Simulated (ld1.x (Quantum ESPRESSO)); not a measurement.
# neodymium: one change to a TM potential, before and after

ld1.x (Quantum ESPRESSO) 7.5 input, shortened:

```
&input
   title='Nd', zed=60., rel=1, dft='PBE', iswitch=3,
   config='[Xe] 4f3 5d1 6s0 6p0'
 /
 &inputp
   pseudotype=2, tm=.true., lloc=-1, rcloc=3.55,
   nlcc=.true., new_core_ps=.true.
 /
3
6S  1  0   0.00   0.00  3.45  3.45  0.0
6P  2  1   0.00   0.00  3.70  3.70  0.0
5D  3  2   1.00   0.00  3.40  3.40  0.0
 &test
   configts(1)='5d1 6s0 6p0'
 /
```

All-electron outer shells of the reference configuration (PBE, scalar-relativistic, ld1.x):

| shell | level (eV) | outermost node (bohr) | outermost maximum (bohr) |
| --- | --- | --- | --- |
| 4f | -20.05 | – | 0.65 |
| 5d | -15.05 | 0.87 | 2.00 |
| 6s | -14.21 | 1.72 | 3.26 |
| 6p | -10.32 | 2.00 | 3.93 |

Change: local potential all-electron potential smoothed inside 2.85 bohr (lloc = -1).

Cutoffs: the cutoffs (Ry, on a coarse ladder) from which the occupation-weighted sum of valence levels, in a spherical-Bessel basis at the reference potential, stays within 10 and 1 mRy of its value at 400 Ry; they do not see the model core or the augmentation charge, which bear on the density cutoff. Errors are all-electron minus pseudo energies relative to the spin-unpolarised reference configuration.

Question: How do hardness, ghosts and transferability respond?

Answer: The potential gets neither clearly harder nor softer (12 Ry and 15 Ry → 12 Ry and 15 Ry); the bound ghosts move from p to p, s; the f channel binds one level more than in the base; the number of tests that count goes from 7 to 6; of the 6 tests that both files solve, the error grows in 2 and shrinks in 0 by more than 15 % and 0.3 meV (median size 45.6 → 54.4 meV); the range in which the p phases agree narrows (upper end 1.7 → -0.6). In the separable form a ghost depends on how the local part lies against the semilocal potential of the channel, so the choice of the local part can create or remove one.

| quantity | base | changed |
| --- | --- | --- |
| cutoff, loose | 12 Ry | 12 Ry |
| cutoff, tight | 15 Ry | 15 Ry |
| bound ghosts | p | s, p |
| tests counted (converged, no solver errors) | 7 of 7 | 6 of 7 |
| error for 5d1 6s2 6p0, meV [ΔE -17.70 eV] | -27 | -38 |
| error for 5d1 6s1 6p0, meV [ΔE -11.43 eV] | -13 | -14 |
| error for 5d1 6s1.5 6p0, meV [ΔE -15.18 eV] | -21 | -27 |
| error for 5d2 6s1 6p0, meV [ΔE -16.55 eV] | -132 | -121 |
| error for 5d0 6s2 6p0, meV [ΔE -11.35 eV] | -96 | -97 |
| error for 5d1.5 6s1.5 6p0, meV [ΔE -17.17 eV] | -64 | -71 |
| s: phases at 4.00 bohr within 0.05 rad from the reference energy up to (Ry; the scan ends near 5) | 0.5 | 0.6 |
| p: phases at 4.00 bohr within 0.05 rad from the reference energy up to (Ry; the scan ends near 5) | 1.7 | -0.6 |
| d: phases at 4.00 bohr within 0.05 rad from the reference energy up to (Ry; the scan ends near 5) | -0.3 | 0.2 |

Changed file: Tests not counted: 5d1 6s1 6p1 (solver errors, printed error +972 meV). A true bound ghost makes a file unfit for plane-wave use even where its test errors are small: the radial tests pick states by their node count and pass the ghost by.
